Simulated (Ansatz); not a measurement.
Geometry optimisation, RKS r2SCAN-D4/STO-3G (Ansatz 0.2.0).

Input file:

```yaml
crystal:
  periodic: [false, false, false]
  atoms:
    - { symbol: Si, position_ang: [0.0, 0.0, 0.0] }
    - { symbol: F, position_ang: [0.0, 0.0, 1.59] }
    - { symbol: C, position_ang: [1.7634, 0.0, -0.6227] }
    - { symbol: H, position_ang: [2.1111, -1.0463, -0.7509] }
    - { symbol: H, position_ang: [1.8119, 0.5276, -1.5981] }
    - { symbol: H, position_ang: [2.4154, 0.5187, 0.1108] }
    - { symbol: O, position_ang: [-0.7913, 1.3709, -0.5594] }
    - { symbol: Si, position_ang: [-2.4002, 1.4263, -1.0396] }
    - { symbol: H, position_ang: [-3.2124, 0.6421, -0.1138] }
    - { symbol: H, position_ang: [-2.862, 2.8114, -1.0378] }
    - { symbol: H, position_ang: [-2.5267, 0.8736, -2.385] }
    - { symbol: O, position_ang: [-0.7913, -1.3709, -0.5594] }
    - { symbol: Si, position_ang: [-1.673, -2.4329, 0.3983] }
    - { symbol: H, position_ang: [-1.2634, -2.287, 1.792] }
    - { symbol: H, position_ang: [-3.0964, -2.1323, 0.2761] }
    - { symbol: H, position_ang: [-1.4264, -3.8036, -0.0398] }
basis:
  gaussian: { orbitals: STO-3G }
hamiltonian:
  xc: r2scan
  dispersion: d4
relax:
  f_tol: 0.02
  max_steps: 40
```

Command:

```bash
$ ansatz run input.yaml --threads 1 --pin off --max-ram 2048MiB --backend cpu --events-out ev --progress --plain --runs-dir out
```

Task: Where does it end, and by what steps?

Result: It converged. Limits of this set-up: minimal basis. After 23 steps the energy has fallen by 0.236 eV; H14 moved furthest, 1.33 Å.

```json
{"step": "0", "energy less start (eV)": "0.0000", "largest force component (eV/Å)": "1.674", "accepted": "yes"}
{"step": "1", "energy less start (eV)": "-0.1169", "largest force component (eV/Å)": "0.919", "accepted": "yes"}
{"step": "2", "energy less start (eV)": "-0.1366", "largest force component (eV/Å)": "0.208", "accepted": "yes"}
{"step": "3", "energy less start (eV)": "-0.1513", "largest force component (eV/Å)": "0.154", "accepted": "yes"}
{"step": "4", "energy less start (eV)": "-0.1516", "largest force component (eV/Å)": "0.233", "accepted": "yes"}
{"step": "5", "energy less start (eV)": "-0.1632", "largest force component (eV/Å)": "0.102", "accepted": "yes"}
{"step": "6", "energy less start (eV)": "-0.1755", "largest force component (eV/Å)": "0.049", "accepted": "yes"}
{"step": "7", "energy less start (eV)": "-0.1833", "largest force component (eV/Å)": "0.335", "accepted": "yes"}
{"step": "8", "energy less start (eV)": "-0.1930", "largest force component (eV/Å)": "0.286", "accepted": "yes"}
{"step": "9", "energy less start (eV)": "-0.2140", "largest force component (eV/Å)": "0.083", "accepted": "yes"}
{"step": "10", "energy less start (eV)": "-0.2081", "largest force component (eV/Å)": "0.484", "accepted": "no"}
{"step": "11", "energy less start (eV)": "-0.2227", "largest force component (eV/Å)": "0.054", "accepted": "yes"}
{"step": "12", "energy less start (eV)": "-0.2281", "largest force component (eV/Å)": "0.090", "accepted": "yes"}
{"step": "13", "energy less start (eV)": "-0.2310", "largest force component (eV/Å)": "0.104", "accepted": "yes"}
{"step": "14", "energy less start (eV)": "-0.2328", "largest force component (eV/Å)": "0.110", "accepted": "yes"}
{"step": "15", "energy less start (eV)": "-0.2345", "largest force component (eV/Å)": "0.047", "accepted": "yes"}
{"step": "16", "energy less start (eV)": "-0.2344", "largest force component (eV/Å)": "0.164", "accepted": "no"}
{"step": "17", "energy less start (eV)": "-0.2346", "largest force component (eV/Å)": "0.064", "accepted": "yes"}
{"step": "18", "energy less start (eV)": "-0.2353", "largest force component (eV/Å)": "0.064", "accepted": "yes"}
{"step": "19", "energy less start (eV)": "-0.2355", "largest force component (eV/Å)": "0.054", "accepted": "yes"}
{"step": "20", "energy less start (eV)": "-0.2358", "largest force component (eV/Å)": "0.043", "accepted": "yes"}
{"step": "21", "energy less start (eV)": "-0.2359", "largest force component (eV/Å)": "0.055", "accepted": "yes"}
{"step": "22", "energy less start (eV)": "-0.2360", "largest force component (eV/Å)": "0.034", "accepted": "yes"}
{"step": "23", "energy less start (eV)": "-0.2361", "largest force component (eV/Å)": "0.008", "accepted": "yes"}
```

```xyz
16
Properties=species:S:1:pos:R:3
Si -0.135 0.053 -0.011
F -0.345 -0.034 1.609
C 1.688 -0.016 -0.433
H 2.182 -0.865 0.052
H 1.835 -0.114 -1.513
H 2.199 0.898 -0.109
O -0.765 1.491 -0.607
Si -2.377 1.441 -1.151
H -3.282 0.803 -0.210
H -2.775 2.823 -1.310
H -2.511 0.776 -2.435
O -1.045 -1.199 -0.688
Si -1.534 -2.449 0.355
H -0.422 -3.040 1.080
H -2.523 -2.012 1.325
H -2.133 -3.458 -0.492
```

The run took 3.7 min on 1 thread of Arm Neoverse V1, on a shared host, peak memory 0.2 GiB.
